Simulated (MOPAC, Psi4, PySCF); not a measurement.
Torsional profile of C₄H₁₂OSi, SMILES CC(C[SiH2]O)C. Scanned: dihedral C1–C2–C4–Si5; all other coordinates were relaxed at GFN2-xTB. Heavy atoms are numbered in the order of the SMILES CC(C)C[SiH2]O, hydrogens after them in the order of the atoms that carry them; the mirror image has the same energies with the sign of each dihedral reversed.

PM7, restricted, heats of formation // GFN2-xTB (MOPAC); RHF/STO-3G = restricted Hartree-Fock/STO-3G // GFN2-xTB in PySCF; RKS-LDA (SVWN5)/6-31G* = PySCF with restricted LDA (SVWN5)/6-31G*, spherical d, density fitting // GFN2-xTB; PBE-D3(BJ)/def2-SVP // GFN2-xTB (Psi4).

Energies relative to the lowest point of each profile, in mEh; the last columns give the difference from PBE-D3(BJ):

```
φ / °  PM7  RHF/STO-3G  RKS-LDA (SVWN5)/6-31G*  PBE-D3(BJ)/def2-SVP  PM7 − PBE-D3(BJ)/def2-SVP  RHF/STO-3G − PBE-D3(BJ)/def2-SVP  RKS-LDA (SVWN5)/6-31G* − PBE-D3(BJ)/def2-SVP
-----  ---  ----------  ----------------------  -------------------  -------------------------  --------------------------------  --------------------------------------------
-160   3.8         2.6                     1.7                  1.9                        1.8                               0.7                                          -0.3
-140   5.9         6.4                     4.8                  5.1                        0.8                               1.4                                          -0.2
-120   6.6         8.0                     6.4                  6.4                        0.2                               1.6                                           0.0
-100   5.6         5.7                     4.2                  4.1                        1.6                               1.7                                           0.1
-80    4.3         2.6                     1.2                  1.3                        2.9                               1.2                                          -0.1
-60    3.2         2.0                     1.0                  1.0                        2.1                               0.9                                          -0.1
-40    4.9         3.3                     1.6                  1.9                        3.0                               1.4                                          -0.2
-20    6.2         6.6                     4.8                  4.9                        1.3                               1.7                                          -0.1
0      6.6         8.0                     6.3                  6.4                        0.2                               1.6                                          -0.1
20     5.7         5.7                     4.2                  4.3                        1.4                               1.4                                          -0.1
40     3.6         2.0                     1.2                  1.3                        2.4                               0.7                                          -0.1
60     1.5         0.0                     0.0                  0.0                        1.5                               0.0                                           0.0
80     0.0         0.8                     1.0                  1.0                       -1.0                              -0.2                                           0.1
100    0.0         3.1                     3.2                  2.8                       -2.8                               0.2                                           0.3
120    0.3         4.2                     4.4                  3.8                       -3.5                               0.4                                           0.5
140    0.3         2.7                     2.7                  2.3                       -2.0                               0.4                                           0.4
160    0.2         0.6                     0.8                  0.7                       -0.4                              -0.1                                           0.1
180    1.6         0.1                     0.0                  0.1                        1.6                               0.0                                          -0.1
```

PM7 is furthest from PBE-D3(BJ)/def2-SVP at 120 (-3.5 mEh, below); its mean absolute difference over the points is 1.7 mEh.

RHF/STO-3G is furthest from PBE-D3(BJ)/def2-SVP at -20 (1.7 mEh, above); its mean absolute difference over the points is 0.9 mEh.

RKS-LDA (SVWN5)/6-31G* is furthest from PBE-D3(BJ)/def2-SVP at 120 (0.5 mEh, above); its mean absolute difference over the points is 0.2 mEh.
